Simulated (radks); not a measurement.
Numerical settings for the gold ion Au+, [Xe] 4f14 5d10. Method: Dirac Kohn-Sham, PBEsol, spin-unpolarised, spherical densities, finite nucleus; Fermi nuclear charge, rms radius 5.4371 fm; computed with a radial shooting solver on a logarithmic mesh with Libxc functionals. The defaults (mesh step 0.008 in ln r, mesh end at 40 bohr or more with all orbitals vanishing there, Anderson mixing 0.5 over 9 steps, residual threshold near 1e-9 with the energy settled to 1e-9 hartree or 1e-11 of itself, here a cap of 56 iterations) give E = -19038.171 hartree and 5d5/2 at -14.759 eV in 15 iterations. Run on one thread of a shared host, so times are rough (Intel(R) Xeon(R) Platinum 8488C): 0.32 s of CPU time, 0.32 s wall, 15 iterations on 2314 mesh points. Changes against that run (0 stands for a change within the tolerance of the run):

| setting | iterations | converged | E (mhartree) | e(5d5/2) (meV) | CPU (s) |
|---|---|---|---|---|---|
| mesh step in ln r 0.012 | 15 | yes | 0 | 0 | 0.22 |
| mesh step in ln r 0.12 | 4 | no | diverged | - | 0.02 |
| mesh step in ln r 0.03 | 15 | yes | +0.0104 | 0 | 0.11 |
| mesh end (bohr) 400 | 15 | yes | 0 | 0 | 0.34 |
| mesh end (bohr) 20 | 15 | yes | 0 | 0 | 0.24 |
| residual threshold 1e-13 | 22 | yes | 0 | 0 | 0.32 |
| residual threshold 0.01 | 9 | yes | +0.000832 | +8.67 | 0.19 |
| mixing 1.5 | 15 | yes | 0 | 0 | 0.22 |
| linear mixing, mixing 0.5 | 30 | yes | 0 | 0 | 0.37 |
| linear mixing, mixing 1 | 56 | no | +1.24e+06 | +1.39e+04 | 2.7 |
| mixing history 2 | 23 | yes | 0 | 0 | 0.24 |
| iteration cap 3 | 3 | no | +102 | +396 | 0.05 |

No run marked as converged misses the energy by more than 1 mhartree. A mesh that ends early acts as a hard wall.
